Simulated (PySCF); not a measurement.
Species: C3H9NSi.
SMILES with atom numbers: `[CH2:1]1[CH2:2][NH:3][SiH2:4][CH2:5]1` (hydrogens: H6, H7 on C1; H8, H9 on C2; H10 on N3; H11, H12 on Si4; H13, H14 on C5)

Computed with PySCF 2.14.0, PBE0-D3(BJ)/def2-SVP geometry optimisation, gas phase.

(1) Give the optimised bond lengths and angles.

## Answers

(1) 
```json
{"bond": "C1–C2", "length (Å)": "1.530"}
{"bond": "C2–N3", "length (Å)": "1.451"}
{"bond": "N3–Si4", "length (Å)": "1.735"}
{"bond": "Si4–C5", "length (Å)": "1.891"}
{"bond": "C1–C5", "length (Å)": "1.536"}
{"bond": "C1–H6, C1–H7", "length (Å)": "1.103"}
{"bond": "C2–H8, C2–H9", "length (Å)": "1.108"}
{"bond": "N3–H10", "length (Å)": "1.010"}
{"bond": "Si4–H11, Si4–H12", "length (Å)": "1.501"}
{"bond": "C5–H13, C5–H14", "length (Å)": "1.102"}
```

Bonds in one row agree within 0.01 Å and their mean is given. A selection of angles:
```json
{"angle": "C2–C1–C5", "degrees": "108.7"}
{"angle": "C2–C1–H6", "degrees": "111.0"}
{"angle": "C2–C1–H7", "degrees": "108.4"}
{"angle": "C5–C1–H6", "degrees": "112.4"}
{"angle": "C5–C1–H7", "degrees": "109.1"}
{"angle": "H6–C1–H7", "degrees": "107.1"}
{"angle": "C1–C2–N3", "degrees": "106.6"}
{"angle": "C1–C2–H8", "degrees": "109.6"}
{"angle": "N3–C2–H8", "degrees": "112.5"}
{"angle": "N3–C2–H9", "degrees": "111.3"}
{"angle": "H8–C2–H9", "degrees": "106.5"}
{"angle": "C2–N3–Si4", "degrees": "113.8"}
{"angle": "C2–N3–H10", "degrees": "117.0"}
{"angle": "Si4–N3–H10", "degrees": "127.2"}
{"angle": "N3–Si4–C5", "degrees": "93.2"}
{"angle": "N3–Si4–H11", "degrees": "113.8"}
{"angle": "N3–Si4–H12", "degrees": "115.2"}
{"angle": "C5–Si4–H11", "degrees": "114.9"}
{"angle": "C5–Si4–H12", "degrees": "113.5"}
{"angle": "H11–Si4–H12", "degrees": "106.3"}
{"angle": "Si4–C5–H13", "degrees": "108.4"}
{"angle": "Si4–C5–H14", "degrees": "115.3"}
{"angle": "C1–C5–Si4", "degrees": "102.3"}
{"angle": "C1–C5–H13", "degrees": "110.8"}
{"angle": "C1–C5–H14", "degrees": "112.6"}
{"angle": "H13–C5–H14", "degrees": "107.3"}
```

Torsions: C5–C1–C2–N3 -41° (synclinal); C1–C2–N3–Si4 26° (synperiplanar); C2–N3–Si4–C5 -3° (synperiplanar); N3–Si4–C5–C1 -19° (synperiplanar); C2–C1–C5–Si4 37° (synclinal). The mirror-image conformer, all signs reversed, is as good.

The 5-membered ring C1–C2–N3–Si4–C5 has internal angles of 93.2° to 113.8° (sum 525°, against 540° for a flat polygon); it is puckered, 0.17 Å rms from its mean plane, widest ring torsion 41°. N3 (silicon-bound nitrogen) is almost planar (angles 127.2°, 117.0° and 113.8°, sum 358.1°, 0.11 Å off the plane of its three neighbours). Si4 (SiH2 silicon) has angles from 93.2° to 115.2°.

Point group: C1 (no symmetry element, even within 0.4 Å). No PBE0-D3(BJ)/def2-SVP frequencies stand behind this structure, so it isn't proved a minimum. The numbers are those of one conformer.
